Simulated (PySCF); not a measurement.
Compound: C₅H₈NPSi.
Structure used (GFN2-xTB), in Å, numbered top down from 1:
```xyz
16
C5H8NPSi angstrom
C     -1.9773    1.6241    0.6179
Si    -1.3628   -0.1746    0.5534
P     -2.5394   -1.2580   -1.0360
C      0.4040   -0.2137   -0.0045
C      1.5337   -0.2510   -0.4205
C      2.9098   -0.2801   -0.8903
C      3.8162   -0.0751    0.2172
N      4.5288    0.0879    1.0946
H     -1.3523    2.2269    1.2689
H     -2.9961    1.6764    0.9918
H     -1.9648    2.0761   -0.3704
H     -1.4201   -0.8105    1.8807
H     -2.1008   -2.5175   -0.6669
H     -3.6834   -1.3670   -0.2640
H      3.0683    0.5134   -1.6292
H      3.1286   -1.2484   -1.3540
```

Computed with PySCF, TDDFT wB97X-D/def2-SVPD, vertical, gas phase, core orbitals frozen in the response.

Ground-to-excited transition dipoles (e·a0, same axes as the geometry; the sign carries no meaning), for the states with f of 0.002 or more among the lowest 8:

```tsv
state	E (eV)	μx	μy	μz
S2	6.246	0.403	0.192	0.289
S3	6.305	-0.082	0.143	-0.003
S4	6.592	0.263	0.212	0.225
S5	6.936	-0.130	0.177	-0.235
S6	7.058	0.818	0.366	0.680
S7	7.233	0.080	0.166	-0.181
S8	7.650	0.344	-0.320	-0.105
```

Task: What oscillator strength does each state have?

Result: f = (2/3) ΔE |μ|² with ΔE in hartree (27.2114 eV).

```
state  |μ|² (au)  |μ| (D)      f
   S2      0.282     1.35  0.043
   S3      0.027     0.42  0.004
   S4      0.165     1.03  0.027
   S5      0.104     0.82  0.018
   S6      1.265     2.86  0.219
   S7      0.067     0.66  0.012
   S8      0.231     1.22  0.043
```

Task: Which bond between heavy atoms lies closest to the direction of the S6 transition dipole?

Result: C6–C7, C7–N8 and Si2–P3, at 15° from it; next Si2–C4 at 60°.

Task: What angle do the transition dipoles of S2 and S8 make?

Result: |cos θ| = |μa·μb| / (|μa| |μb|) = 0.18, so θ ≈ 79° (taken between 0 and 90°, since the signs are arbitrary).

Task: How is the summed strength of these states shared among x, y and z?

Result: (2/3) Σ ΔE μα² gives 0.179 for x, 0.069 for y and 0.118 for z, 0.366 in all.

Task: What peak molar absorption coefficient would the strongest computed level give as a lone Gaussian band 0.5 eV wide at half height?

Result: ε(max) = 2.175×10⁸ f / FWHM, with the width in cm⁻¹. S6: 2.175×10⁸ × 0.2188 / 4033 ≈ 12000 L mol⁻¹ cm⁻¹.

On an Arm Neoverse V1 with one thread (shared host), this took 90 s of wall time and 1.0 GiB of memory at its peak.

One conformer stands for the species.
